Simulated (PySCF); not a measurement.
Predicted microwave data (PBE0-D3(BJ)/def2-SVP geometry optimisation, gas phase (PySCF)) for one isomer of C4H8BrN:

- Rotational constants: A = 3280, B = 1360, C = 1019 MHz
- Dipole components: |μa| = 0.41 D, |μb| = 2.35 D, |μc| = 0.39 D
- Inertial defect: -29.80 u·Å²
- κ: -0.70

Task: Which structure is it? (One computed conformer of each.)
A. `[CH3:1]/[C:2](=[CH:3]\[Br:4])[CH2:5][NH2:6]` with C1–C2–C5–N6 -59°, C2–C5–N6–H -70° and 172°
B. `[CH3:1]/[C:2]([Br:3])=[CH:4]/[CH2:5][NH2:6]` with C2–C4–C5–N6 116°, C4–C5–N6–H -57° and 60°

Result: B. It is C/C(Br)=C/CN, an asymmetric top, point group C1. The candidates at the same level (rigid rotor, commonest isotopes):

| SMILES | A (MHz) | B (MHz) | C (MHz) | μa (D) | μb (D) | μc (D) | Δ (u·Å²) | point group | rotor |
| --- | --- | --- | --- | --- | --- | --- | --- | --- | --- |
| C/C(=C\Br)CN | 6675 | 905.7 | 840.5 | 2.22 | 1.20 | 0.22 | -32.46 | C1 | near-prolate asymmetric top |
| C/C(Br)=C/CN | 3280 | 1360 | 1019 | 0.41 | 2.35 | 0.39 | -29.80 | C1 | asymmetric top |

`C/C(=C\Br)CN` has A 104 % too high. No structure here is proved a minimum.
